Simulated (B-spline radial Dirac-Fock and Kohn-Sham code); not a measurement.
## Magnetic form factor of the 4d shell of Hf²⁸⁺

System: Hf²⁸⁺, 1s2 2s2 2p6 3s2 3p6 3d10 4s2 4p6 4d8.

Method: relativistic Hartree-Fock (Dirac-Fock) wave functions, averaged over the configuration. Computed with a radial finite-basis atomic code. ⟨j_K⟩ is the integral of the 4d radial density with the spherical Bessel function j_K(4πsr), s = sin θ/λ.

```csv
s (Å⁻¹),⟨j0⟩,⟨j2⟩,⟨j4⟩
0,1.0000,0.0000,0.0000
0.09,0.9855,0.0058,0.0000
0.11,0.9783,0.0086,0.0000
0.14,0.9651,0.0139,0.0001
0.17,0.9490,0.0202,0.0001
0.2,0.9300,0.0276,0.0003
0.24,0.9006,0.0390,0.0006
0.29,0.8578,0.0552,0.0012
0.36,0.7886,0.0808,0.0027
0.43,0.7110,0.1083,0.0053
0.52,0.6040,0.1437,0.0104
0.63,0.4708,0.1829,0.0198
0.76,0.3234,0.2173,0.0354
0.92,0.1739,0.2358,0.0595
1.11,0.0554,0.2233,0.0896
1.34,-0.0078,0.1729,0.1175
```

Radial moments of the shell: ⟨r²⟩ = 0.2452, ⟨r⁴⟩ = 0.08888, ⟨r⁶⟩ = 0.04326 in powers of bohr.
